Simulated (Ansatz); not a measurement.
Reaction (SMILES): [O]B(Cl)Cl → [O-]B(Cl)Cl (an electron is taken up)
Geometries: B3LYP-D3(BJ)/def2-TZVP minima from Ansatz (a program for electronic structure). Frequencies are from Ansatz.
Geometry of the first species:
```xyz
4

B     -0.3263    -0.1169    -0.1195
Cl     0.1564     1.5204    -0.5290
Cl     0.6475    -1.2323     0.8233
O     -1.5044    -0.5390    -0.5508
```
Charge 0, spin multiplicity 2.

Quantity: adiabatic electron affinity (0 K, with B3LYP-D3(BJ) harmonic zero-point energies), positive where the reaction releases energy, in eV. Valence correlation only, unless marked. UHF or UKS for open shells. Spin-orbit coupling is left out. Non-relativistic. Anions need diffuse functions: aug- sets have them; def2-D sets add few; the other sets have none. CBS marks a two-point X^-3 extrapolation of the correlation energy; Hartree-Fock from the larger set. [CCSD(T)-MP2]/basis is that difference in the basis named.

| level | program | adiabatic electron affinity (eV) |
|---|---|---|
| r2SCAN-D4/def2-TZVPD | Ansatz + dftd4 | 3.91 |
| B3LYP-D3(BJ)/def2-TZVPD | Ansatz + dftd3 | 4.09 |
| B3LYP-D4/def2-TZVPD | Ansatz + dftd4 | 4.12 |
| PBE0/def2-TZVPD | Ansatz | … |
| B2PLYP-D4/def2-TZVPD | Ansatz + dftd4 | 4.16 |
| RPA@PBE/cc-pV(Q+d)Z | Ansatz | 4.35 |
| CCSD/STO-3G | Ansatz | -0.24 |
| RI-MP2/CBS(aug-cc-pV(T+d)Z,aug-cc-pV(Q+d)Z)+[CCSD(T)-MP2]/aug-cc-pV(T+d)Z | Ansatz | … |

Task: Fill in the missing entries.

Result: 
- PBE0/def2-TZVPD, adiabatic electron affinity (eV): 3.95
- RI-MP2/CBS(aug-cc-pV(T+d)Z,aug-cc-pV(Q+d)Z)+[CCSD(T)-MP2]/aug-cc-pV(T+d)Z, adiabatic electron affinity (eV): 4.28
